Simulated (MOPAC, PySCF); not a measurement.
H6GeSi, SMILES `[SiH3][GeH3]`, neutral singlet in the gas phase. 

Z-matrix (Å, degrees):
```
Ge
H 1 1.5398
H 1 1.5398 2 108.17
H 1 1.5399 2 108.12 3 -116.85
Si 1 2.3883 2 110.71 4 -121.66
H 5 1.4818 1 110.05 2 60.33
H 5 1.4818 6 108.86 1 -120.66
H 5 1.4818 6 108.83 7 -118.48
```
Charge 0, spin multiplicity 1.

All levels are single points at this geometry (B3LYP-D3(BJ)/def2-TZVP); Pople sets use spherical d functions. Orbital energies aren't observables, and empty levels follow the basis.

| level | HOMO (eV) | LUMO (eV) | gap (eV) | dipole (D) | vertical IE, Delta-SCF (eV) |
|---|---|---|---|---|---|
| B3LYP-D3(BJ)/def2-TZVP in PySCF | -8.09 | 0.07 | 8.16 | 0.17 | 10.41 |
| PBE-D3(BJ)/def2-TZVP in PySCF | -7.19 | -0.49 | 6.70 | 0.12 | 10.23 |
| HF/6-31G* in PySCF | -10.79 | 3.55 | 14.34 | 0.11 | 9.75 |
| AM1 in MOPAC | -10.45 | -0.94 | 9.51 | 0.72 | – |
| PM3 in MOPAC | -10.51 | -1.72 | 8.79 | 0.74 | – |
| PM7 in MOPAC | -10.39 | -0.59 | 9.80 | 0.19 | – |
